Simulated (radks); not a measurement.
Problem. Radial electron density D(r) = 4 pi r^2 rho(r) of an atom or ion with 3 electrons. Method: Dirac Kohn-Sham, BLYP, spin-unpolarised, spherical densities, finite nucleus; Fermi nuclear charge, rms radius of each element as measured or else 0.836 A^(1/3) + 0.57 fm; computed with a radial shooting solver on a logarithmic mesh with Libxc functionals.

```
   r/bohr * D(r) (the largest magnitude, 26.7, reaches the edge; | marks zero)
 0.002797 | *
 0.003079 | *
 0.003389 | *
 0.003731 |  *
 0.004107 |   *
 0.004521 |   *
 0.004976 |    *
 0.005477 |     *
 0.006029 |      *
 0.006637 |       *
 0.007306 |        *
 0.008042 |          *
 0.008852 |            *
 0.009744 |              *
  0.01073 |                *
  0.01181 |                  *
    0.013 |                     *
  0.01431 |                        *
  0.01575 |                           *
  0.01733 |                               *
  0.01908 |                                  *
    0.021 |                                      *
  0.02312 |                                         *
  0.02545 |                                             *
  0.02801 |                                                *
  0.03083 |                                                  *
  0.03394 |                                                    *
  0.03736 |                                                      *
  0.04113 |                                                      *
  0.04491 |                                                     *
  0.04943 |                                                    *
  0.05441 |                                                 *
   0.0599 |                                             *
  0.06593 |                                         *
  0.07258 |                                    *
  0.07989 |                              *
  0.08794 |                         *
   0.0968 |                    *
   0.1066 |                *
   0.1173 |            *
   0.1291 |          *
   0.1421 |        *
   0.1564 |        *
   0.1722 |        *
   0.1895 |        *
   0.2086 |        *
   0.2297 |        *
   0.2528 |        *
   0.2783 |       *
   0.3063 |     *
   0.3372 |    *
   0.3712 |   *
   0.4086 | *
   0.4497 |*
    0.495 |*
   0.5449 *
   0.5998 *
   0.6603 *
   0.7268 *
      0.8 *
   0.8806 *
```

What is the nuclear charge?

Solution. Z = 24. The innermost maximum, from 1s, lies near gamma/Z bohr with gamma = sqrt(1 - (Z/c)^2) = 0.985, here 0.041 bohr (found: 0.0408), and its height grows with Z. The density is that of the chromium ion Cr21+ in [He] 2s1; the configuration itself is not fixed sharply by these data, and Z only to about a unit. D(r) has 2 maxima, at r = 0.0408, 0.214 bohr, and minima at 0.164 bohr, inside which lie 2.11 electrons.
